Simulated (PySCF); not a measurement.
CdTe, SMILES [Cd]=[Te].

Geometry optimised at PBE0-D3(BJ)/def2-TZVP. The def2 effective core potentials stand for the cores of Cd, Te; spin–orbit coupling is left out.

Two levels are set side by side: PBE/def2-TZVPD (PySCF) and PBE0/def2-TZVPD (PySCF). Same geometry, gas phase. Differences are taken from unrounded values.

```json
[
 {"quantity": "orbital gap (eV)", "PBE": "0.24"},
 {"quantity": "highest occupied level (eV)", "PBE": "-4.94"},
 {"quantity": "lowest empty level (eV)", "PBE": "-4.70"},
 {"quantity": "dipole moment (D)", "PBE": "4.56"},
 {"quantity": "mean polarisability (bohr³)", "PBE": "95.5"}
]
```

These are the PBE values. What does PBE0 give? (The exact figures need the calculation; the answer reports its results.)


| quantity | PBE0 | PBE minus PBE0 |
|---|---|---|
| orbital gap (eV) | 1.78 | -1.54 |
| highest occupied level (eV) | -5.79 | 0.86 |
| lowest empty level (eV) | -4.01 | -0.69 |
| dipole moment (D) | 5.22 | -0.66 |
| mean polarisability (bohr³) | 95.6 | -0.1 |

Without exact exchange PBE keeps part of each electron's self-repulsion, which lifts occupied levels and narrows the gap. Differences between two approximate levels are no errors against the true value.

Rough cost on one machine, each run with all the roots and properties that it gave: PBE0 against PBE within a factor of 2.
